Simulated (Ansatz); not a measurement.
input.yaml

```yaml
crystal:
  periodic: [false, false, false]
  atoms:
    - { symbol: B, position_ang: [0.002786, 0.002049, -0.043967] }
    - { symbol: F, position_ang: [0.017245, -0.000738, 1.280357] }
    - { symbol: Cl, position_ang: [1.581751, -0.004466, -0.843872] }
    - { symbol: C, position_ang: [-1.35428, 0.00437, -0.816638] }
    - { symbol: H, position_ang: [-1.922405, -0.906458, -0.554652] }
    - { symbol: H, position_ang: [-1.972785, 0.854506, -0.478746] }
    - { symbol: H, position_ang: [-1.246611, 0.050738, -1.908183] }
basis:
  gaussian: { orbitals: def2-SVP }
hamiltonian:
  xc: b3lyp
md:
  timestep: 1.0
  n_steps: 150
  ensemble: nve
  temperature: 300.0
  initial_velocities: maxwell_boltzmann
  seed: 540367
```

Run as:

```bash
$ ansatz run input.yaml --threads 1 --pin off --max-ram 2048MiB --backend cpu --events-out ev --progress --plain --runs-dir out
```

Hardware: 1 thread of Arm Neoverse V1 (shared host).

Task: Roughly how long does this run take, and how much memory?

Result: 5.9 min, with a peak of 0.12 GiB, for 151 ionic steps.
